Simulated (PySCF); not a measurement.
Compound: C2H5PSe.
Z-matrix (Å and degrees, PBE0-D3(BJ)/def2-SVP geometry), rows numbered from 1:
```
Se
P   1  2.0817
C   2  1.8121  1  128.27
C   3  1.5282  2   65.05  1  -111.29
H   2  1.4162  1  120.57  3   147.70
H   3  1.0948  2  118.61  4  -110.23
H   3  1.0947  2  115.16  4   109.22
H   4  1.0948  2  118.78  3   110.26
H   4  1.0948  2  115.04  3  -109.22
```

All values: CAM-B3LYP/def2-SVPD (PySCF, non-relativistic), on one gas-phase PBE0-D3(BJ)/def2-SVP geometry that isn't relaxed in the solvent. The solvent is an IEF-PCM continuum (van der Waals radii × 1.2), and excitations are vertical TDDFT with non-equilibrium linear response and a frozen core. The model holds no explicit solvent molecules, cavitation or dispersion. Spin–orbit coupling is left out although an atom past zinc is present.

Gas-phase singlets (H = HOMO, L = LUMO):

```tsv
state	E (eV)	λ (nm)	f	leading configuration
S1	4.321	287	0.007	H→L 92%
S2	4.676	265	0.011	H-1→L 89%
S3	5.263	236	0.001	H-1→L+1 66%
S4	5.347	232	0.060	H→L+1 74%
S5	5.394	230	0.010	H→L+2 62%
```

Q: What are the lowest 5 singlets in acetonitrile (ε = 35.69)?

A: 
| state | E (eV) | λ (nm) | f | leading configuration | change by rank (eV) |
| --- | --- | --- | --- | --- | --- |
| S1 | 4.566 | 272 | 0.014 | H→L 93% | +0.245 |
| S2 | 4.934 | 251 | 0.017 | H-1→L 92% | +0.258 |
| S3 | 5.722 | 217 | 0.143 | H→L+1 84% | +0.459 |
| S4 | 5.734 | 216 | 0.004 | H-1→L+1 68% | +0.387 |
| S5 | 5.803 | 214 | 0.034 | H→L+2 68% | +0.409 |

Q: The ground-state energy changes by -0.332 eV from gas to acetonitrile. By how much does the total energy of gas-phase S1 change?

A: E(S1) = E(S0) + excitation energy, so it changes by -0.332 + 0.245 = -0.087 eV: it is lowered less than the ground state, which is what a blue shift means. This is the vertical state, with the slow part of the continuum still set for S0.

Q: How do the frontier levels move from gas to acetonitrile?

A: 
| orbital | gas (eV) | solvent (eV) | change (eV) | Löwdin shares, gas | Löwdin shares, solvent |
| --- | --- | --- | --- | --- | --- |
| LUMO+2 | 1.00 | 1.27 | +0.27 | Se1 22 %, C4 17 %, H8 14 %, P2 14 % | Se1 46 %, P2 15 %, H5 13 %, C4 8 % |
| LUMO+1 | 0.99 | 1.24 | +0.25 | P2 28 %, Se1 20 %, C3 15 %, H5 10 % | P2 31 %, Se1 22 %, C3 13 %, C4 13 % |
| LUMO | 0.50 | 0.52 | +0.02 | Se1 48 %, P2 18 %, H5 16 %, C3 6 % | Se1 62 %, P2 17 %, H5 7 %, C3 6 % |
| HOMO | -7.36 | -7.57 | -0.21 | Se1 71 %, P2 15 %, C4 6 %, C3 6 % | Se1 69 %, P2 14 %, C4 7 %, C3 7 % |
| HOMO-1 | -7.70 | -7.96 | -0.26 | Se1 76 %, P2 17 % | Se1 77 %, P2 15 % |
| HOMO-2 | -10.89 | -10.66 | +0.23 | P2 39 %, C4 19 %, C3 19 %, Se1 11 % | P2 38 %, C4 17 %, C3 17 %, Se1 15 % |
| HOMO-3 | -11.06 | -10.91 | +0.15 | Se1 36 %, C3 19 %, P2 19 %, C4 19 % | Se1 27 %, C3 24 %, C4 24 %, P2 17 % |

The HOMO–LUMO gap goes from 7.86 to 8.09 eV. Rows go by rank; for LUMO+1 and LUMO+2 the atom shares or the degeneracy differ between the runs, so the row needn't follow one orbital.

On one thread, Arm Neoverse V1 (aarch64), no GPU, shared host, this took 17 s of wall time and 0.78 GiB of memory at its peak. This is the whole response run at CAM-B3LYP/def2-SVPD in acetonitrile, SCF included.
